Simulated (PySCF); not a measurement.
# Ionising CdC

PBE0; basis Cd cc-pVDZ-PP with ECP28, C cc-pVDZ; scalar-relativistic core potentials; PySCF 2.14. Neutral (UKS): triplet (π ↑↑), Re = 2.168 Å, ωe = 405 cm⁻¹, De = 0.96 eV, HOMO -6.48 eV, LUMO -3.16 eV.

CdC⁺ (UKS): doublet (π ↑), Re = 2.266 Å, ωe = 361 cm⁻¹, De = 1.36 eV to Cd⁺ + C. The energies at the minima are -205.56152 hartree for CdC and -205.24774 for CdC⁺.

Question: Work out the adiabatic ionisation energy, without and with harmonic zero-point energies (1 hartree = 27.2114 eV, 1 eV = 8065.5 cm⁻¹), and the change of the bond length.

Answer: At PBE0: 0.31378 hartree = 8.538 eV between the minima; the zero-point term (361.0 − 405.0)/2 cm⁻¹ = -0.003 eV makes it 8.536 eV. Re changes by +9.8 pm against the neutral. The electron leaves a π orbital, and the longer bond of the ion fits a bonding orbital, or a change in how ionic the bond is.

Spin–orbit coupling is left out. For an ion De counts to the pair picked by the measured ionisation energies or electron affinities, which need not be the lowest pair at this level. States were picked by a PBE0 search and need not be the measured ground states.
